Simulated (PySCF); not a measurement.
Compound: C₄H₈SSi.
Z-matrix (Å and degrees, GFN2-xTB geometry), rows numbered from 1:
```
C 
C   1  1.3253
C   2  1.4596  1  124.84
C   3  1.5499  2  117.93  1  -150.88
Si  4  1.8729  3   66.79  2  -112.57
S   5  2.1480  3  118.56  4   105.32
H   1  1.0758  2  121.95  3  -179.25
H   1  1.0777  2  121.68  3     0.56
H   2  1.0829  1  119.93  3   179.17
H   3  1.0859  2  112.90  1   -12.76
H   4  1.0810  3  114.57  5   113.35
H   4  1.0820  3  115.55  5  -115.32
H   5  1.4423  3  124.43  4  -108.31
H   6  1.3244  5   96.48  3    -9.33
```

Probes without a nucleus sit at each ring's centroid and 1 Å off its mean plane on both sides; NICS is minus the shielding there, NICSzz its component along the normal. Level: GIAO PBE0/pcSseg-1 (PySCF, non-relativistic, gas phase) on the GFN2-xTB geometry, one conformer.

Ring bond lengths (Å), with Mayer bond orders in brackets: C3–C4 1.550 (0.84), C4–Si5 1.873 (0.94), Si5–C3 1.903 (0.88).

**Question.** What do the NICS probes read (ppm)?

**Answer.** 
| ring | type | NICS(0) | NICS(1), two faces | NICS(1)zz, two faces | rms pucker (Å) | centre to ring atoms, mean (Å) |
| --- | --- | --- | --- | --- | --- | --- |
| C3–C4–Si5 | 3-membered ring with Si; formal bonds all single | -23.0 | -6.3 / -6.9 | -14.1 / -12.4 | 0.00 | 1.03 |

**Question.** What can be read from them?

**Answer.** 
- C3–C4–Si5: mean NICS(1)zz -13.2 ppm, shielded. C3, C4, Si5 have four or more neighbours; no verdict on aromaticity is drawn. NICS(0) lies 16 ppm below the mean NICS(1).

**Question.** What are the shieldings of the ring atoms and their hydrogens in the same run (means over atoms taken as equivalent)?

**Answer.** 
```csv
atoms,environment,σ isotropic (ppm),"principal values of the symmetric part, first atom (ppm)"
C3,sp3 carbon bound to silicon,158.8,"122.9, 149.0, 204.5"
C4,sp3 carbon bound to silicon,175.5,"152.0, 173.1, 201.3"
Si5,SiH silicon,432.5,"286.7, 365.3, 645.4"
H10,methine hydrogen,29.78,"24.9, 29.8, 34.7"
H11,methylene hydrogen,31.01,"26.1, 27.9, 39.0"
H12,methylene hydrogen,30.53,"25.9, 27.6, 38.0"
H13,Si–H hydrogen,27.82,"22.4, 25.9, 35.2"
```

The run took 17 s of wall time on one thread of an Arm Neoverse V2, no GPU, shared host, and the process peaked at 0.79 GiB of memory. This is the whole shielding run at PBE0/pcSseg-1, SCF included.
